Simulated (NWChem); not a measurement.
Cl2Pb

```xyz
3

Pb     0.0000     0.0000    -0.4658
Cl     1.9363     0.0000     1.1233
Cl    -1.9363     0.0000     1.1233
```
Charge 0, spin multiplicity 1.

The numbers come from NWChem runs, not from measurements. The geometry was optimised at B3LYP/def2-SVP with def2 effective core potentials on Pb, a minimum by its harmonic frequencies.

Symmetry labels belong to the abelian group C2v used in the runs, with the axes of the coordinates shown; states degenerate in a higher group split over its labels.

Effective core potentials replace the inner electrons of Pb; spin-orbit coupling is left out. The structure started from a generated list of species.

Task: List the lowest 3 singlet excitations that CIS/def2-SVPD with def2 effective core potentials on Pb gives, with oscillator strengths.

Result: 
```
state  symmetry  energy (eV)  wavelength (nm)      f
-----  --------  -----------  ---------------  -----
1            b2         4.64              267  0.047
2            a2         5.81              213  0.000
3            b1         6.19              200  0.002
```
